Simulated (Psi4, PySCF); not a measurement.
C$_{4}$H$_{5}$, charge -1, singlet, at a GFN2-xTB geometry (in this run its highest filled SCF level lies above zero, so its values depend strongly on the basis, on diffuse functions most of all). Base run: BHANDHLYP/6-31G, TDA run with PySCF.

Input for PySCF:
```python
from pyscf import gto, scf, dft, tdscf

mol = gto.Mole()
mol.atom = '''
    C    -0.013481    1.181559    0.448951
    C     0.006403   -1.090471    0.324604
    C     0.754004    0.062217   -0.265215
    C    -0.750498    0.049723   -0.277511
    H    -0.015207    2.095912   -0.269040
    H    -0.001452   -1.212555    1.409801
    H     0.018709   -2.053978   -0.202083
    H     1.391810   -0.012296   -1.150530
    H    -1.372425   -0.035252   -1.173121
'''
mol.basis = '6-31g'
mol.charge = -1
mol.spin = 0
mol.verbose = 4
mol.build()

mf = dft.RKS(mol)
mf.xc = 'bhandhlyp'
mf.kernel()
td = mf.TDA()
td.nstates = 5
td.kernel()
td.analyze()
```

Programs used: Psi4, PySCF; a row that names a program was run with it.

Variants of this job, named by their change:

| change | first excitation (eV) | oscillator strength of the first | second (eV) |
|---|---|---|---|
| base | 4.67 | 0.039 | 5.50 |
| functional = b3lyp | 3.83 | 0.042 | 4.85 |
| functional = lc_wpbe | 5.10 | 0.036 | 5.35 |
| code = psi4 | 4.67 | 0.039 | 5.50 |
| functional = camb3lyp | 4.40 | 0.038 | 5.12 |
| functional = hf | 5.90 | 0.042 | 6.44 |
| functional = pbe0 | 4.06 | 0.043 | 4.95 |
| functional = wb97x | 4.82 | 0.036 | 5.28 |
| conv_tol = 1e-3 | 4.67 | 0.039 | 5.50 |
| functional = m062x | 4.45 | 0.037 | 5.12 |

An iterative solver can miss low states, so a row lists the states that it found.
